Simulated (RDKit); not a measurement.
Torsional profile of SMILES c1csc(Oc2ccsc2)c1. Scanned: dihedral S3–C4–O5–C6 and dihedral C4–O5–C6–C7; all other coordinates were relaxed at GFN2-xTB. Points at φ and −φ are mirror images. Heavy atoms are numbered in the order of the SMILES c1csc(Oc2ccsc2)c1, hydrogens after them in the order of the atoms that carry them; the mirror image has the same energies with the sign of each dihedral reversed.

Level of theory: UFF // GFN2-xTB (RDKit).

Energy in kJ/mol above the lowest grid point; x is the dihedral S3–C4–O5–C6 (°), y the dihedral C4–O5–C6–C7 (°).

```
y \ x  -150  -120   -90   -60   -30     0    30    60    90   120   150   180
-----  ----  ----  ----  ----  ----  ----  ----  ----  ----  ----  ----  ----
180    24.0  18.3  22.1  13.1  12.9  18.6  12.9  13.1  22.1  18.3  24.0  52.9
150    47.8  31.0  28.1  17.4   4.0   8.4  20.3  23.5  27.0  20.5  12.7  24.3
120    31.9  42.7  41.5  30.6  15.1   9.8  18.0  31.6  39.8  33.6  21.7  19.7
90     30.5  42.8  48.8  37.9  23.6  18.8  24.0  38.0  48.7  42.6  30.4  25.0
60     21.5  33.1  38.4  29.5  15.4   8.3  15.4  29.9  39.8  40.9  31.7  18.9
30     10.1  17.9  23.1  19.6  16.6   4.6   0.0  14.3  24.3  26.5  45.4  23.8
0      20.7  13.8  17.5   7.7   8.0  13.2   8.0   7.7  17.5  13.8  20.7  50.1
-30    45.4  26.5  24.3  14.3   0.0   4.6  16.6  19.6  23.1  17.9  10.1  23.8
-60    31.7  40.9  39.8  29.9  15.4   8.3  15.4  29.5  38.4  33.1  21.5  18.9
-90    30.4  42.6  48.7  38.0  24.0  18.8  23.6  37.9  48.8  42.8  30.5  25.0
-120   21.7  33.6  39.8  31.6  18.0   9.8  15.1  30.6  41.5  42.7  31.9  19.7
-150   12.7  20.5  27.0  23.5  20.3   8.4   4.0  17.4  28.1  31.0  47.8  24.3
```

The six lowest points that lie below all their neighbours on the grid: x = -30, y = -30 (0.0 kJ/mol); x = 30, y = 30 (0.0 kJ/mol); x = -30, y = 150 (4.0 kJ/mol); x = 30, y = -150 (4.0 kJ/mol); x = -150, y = 30 (10.1 kJ/mol); x = 150, y = -30 (10.1 kJ/mol). The lowest path on the grid from the first to the second passes x = -30, y = 0 at 8.0 kJ/mol.
